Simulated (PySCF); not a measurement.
Job for PySCF: R-MP2/6-31G* on F2Mg (SMILES [F][Mg][F]), a point of a bond scan (R = 1.926 Å).

```python
from pyscf import gto, scf, dft, mp
from pyscf.data.elements import chemcore

mol = gto.M(
    atom='''
    Mg    0.00000000    0.00000000    0.00000000
    F     0.00000000    0.00000000    1.92610664
    F    -0.00000000   -0.00000000   -1.75100604
    ''',
    basis='6-31g*',
    cart=True,
    charge=0, spin=0, verbose=3, max_memory=1800)
mf = scf.RHF(mol)
mf.conv_tol = 1e-8
mf.max_cycle = 100
mf.kernel()
if not mf.converged:
    mf = mf.newton().run(mf.mo_coeff, mf.mo_occ)
pt = mp.MP2(mf, frozen=chemcore(mol)).run()
```

Program output:

```
converged SCF energy = -398.587895500571
E(RMP2) = -398.981448215121  E_corr = -0.39355271455019
E(SCS-RMP2) = -398.964143722465  E_corr = -0.376248221893706
```

Self-consistency was reached.

Cost: about 0.29 core-seconds (a rough figure).
